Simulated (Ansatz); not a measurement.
`C[SiH2][SnH3]` + CH₃NH₂ → `C[NH][SnH3]` + `C[SiH3]` at 400 K and 1 bar (cleavage of the Sn–Si bond).

Calculated with Ansatz (gas phase, PBE0-D4/def2-TZVP geometries, no zero-point term in ΔE). CCSD(T)/CBS is the MP2 limit (def2-TZVPP, def2-QZVPP) plus CCSD(T) − MP2 in def2-TZVPP, frozen cores. This one scheme is used for every species. Elements past krypton have def2 core potentials. For Sn outer-core shells are correlated without core-valence functions, which leaves a few kJ/mol of doubt a bond.

| species | CCSD(T)/CBS energy (Eh) | H − E (kJ/mol) | S (J/(mol·K)) |
| --- | --- | --- | --- |
| `C[SiH2][SnH3]` | -545.95955 | 227.8 | 391.4 |
| CH₃NH₂ | -95.75281 | 185.4 | 256.0 |
| `C[NH][SnH3]` | -310.95876 | 222.2 | 354.6 |
| `C[SiH3]` | -330.73916 | 180.9 | 277.1 |

H − E and S are ideal-gas, rigid-rotor, harmonic terms from PBE0-D4/def2-TZVP, for one conformer and one mirror image of each species. 1 Eh = 2625.50 kJ/mol, R = 8.31446 J/(mol·K).

Question: By hand: ΔE, ΔH, ΔS and ΔG.

Answer: ΔE = (-310.95876) + (-330.73916) − (-545.95955) − (-95.75281) = 0.01444 Eh = 37.9 kJ/mol. Δ(H − E) = 222.2 + 180.9 − 227.8 − 185.4 = -10.1, so ΔH = 27.8 kJ/mol. ΔS = 354.6 + 277.1 − 391.4 − 256.0 = -15.7 J/(mol·K). ΔG = 27.8 − 400 × (-15.7)/1000 = 34.1 kJ/mol.

Question: By hand: the equilibrium constant, and the temperature at which ΔG would vanish if ΔH and ΔS stayed fixed.

Answer: log₁₀ K = −ΔG/(RT ln 10) = -4.5. ΔH and −TΔS have one sign here, so there is no such temperature.

ΔH outweighs TΔS. A doubt of 5 kJ/mol in ΔE shifts log₁₀ K by 0.7 here. Other conformers and mirror images would add mixing entropy, several J/(mol·K) or more a flexible species. These are equilibria of isolated gas molecules and say nothing of rates. Largest T1 diagnostic: 0.012 (customary marks: 0.02 for closed shells, 0.045 for open ones).
